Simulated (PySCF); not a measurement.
An unknown is described by computed data only.

Formula: C6H9O; charge +1.

- 1H NMR: chemical shifts (computed TMS as zero) by class: 10.42 (1 H), 5.68 (2 H), 4.43 (3 H), 4.19 (3 H) ppm [GIAO PBE0/pcSseg-1]
- Couplings: largest of the computed one-bond spin–spin couplings (means over like bonds): 13C–1H +293.4, 13C–13C +195.4, 13C–1H +152.3 (×3), 13C–1H +148.8 (×2), 13C–1H +141.2 (×3), 13C–13C +99.0, 13C–13C +45.6, 13C–13C +39.3 Hz [B3LYP/pcJ-1, spin–dipole term left out]
- Rotational structure: rotational constants A, B, C: 6.443, 1.376, 1.158 GHz [GFN2-xTB]
- 13C NMR: chemical shifts (computed TMS as zero) by class: 285.2 (1 C), 210.5 (1 C), 98.7 (1 C), 96.5 (1 C), 63.0 (1 C), 53.1 (1 C) ppm [GIAO PBE0/pcSseg-1]
- NMR, other nuclei: isotropic shieldings of nuclei other than C and H, by class: 265 (1 O) ppm [GIAO PBE0/pcSseg-1]

Electronic properties: PySCF, gas phase, density fitting. Levels stand in brackets. Geometry: GFN2-xTB, one conformer, isolated ion. NMR values are class means; diastereotopic atoms form classes of their own.

Q: Propose a structure and show how it fits.

A: Numbering: `[CH:1]#[C:2][C+:3]([CH3:4])[CH2:5][O:6][CH3:7]`. 6 carbons fall into 6 classes; from least to most shielded: carbon bonded to 3 C [C3] (285.2 ppm), carbon bonded to C and H [C1] (210.5 ppm), sp3 carbon bound to oxygen [C5] (98.7 ppm), carbon bonded to 2 C [C2] (96.5 ppm), methoxy carbon [C7] (63.0 ppm), methyl carbon [C4] (53.1 ppm). Hydrogen classes from least to most shielded: 1 H on a carbon bonded to C and H, C1 (10.42 ppm), 2 H on an sp3 carbon bound to oxygen, C5 (5.68 ppm), 3 H on a methyl carbon, C4 (4.43 ppm), 3 H on a methoxy carbon, C7 (4.19 ppm, a mean of values up to 0.9 ppm apart in this geometry). The other shieldings belong to: 265 ppm, ether oxygen [O6]. The couplings run between: +293.4 Hz, carbon bonded to C and H [C1] and its hydrogen; +195.4 Hz, carbon bonded to C and H [C1] and carbon bonded to 2 C [C2]; +152.3 Hz, methoxy carbon [C7] and its hydrogen (with 2 like pairs); +148.8 Hz, sp3 carbon bound to oxygen [C5] and its hydrogen (with 1 like pair); +141.2 Hz, methyl carbon [C4] and its hydrogen (with 2 like pairs); +99.0 Hz, carbon bonded to 2 C [C2] and carbon bonded to 3 C [C3]; +45.6 Hz, carbon bonded to 3 C [C3] and sp3 carbon bound to oxygen [C5]; +39.3 Hz, carbon bonded to 3 C [C3] and methyl carbon [C4]. By its constants the optimised geometry is an asymmetric top. Structure: `C(#C)[C+](C)COC`. The assignments are read from this structure; whether some other isomer fits the data as well wasn't checked.

The values belong to the conformer `[CH:1]#[C:2][C+:3]([CH3:4])[CH2:5][O:6][CH3:7]`: C2–C3–C5–O6 180°, C3–C5–O6–C7 -179°.
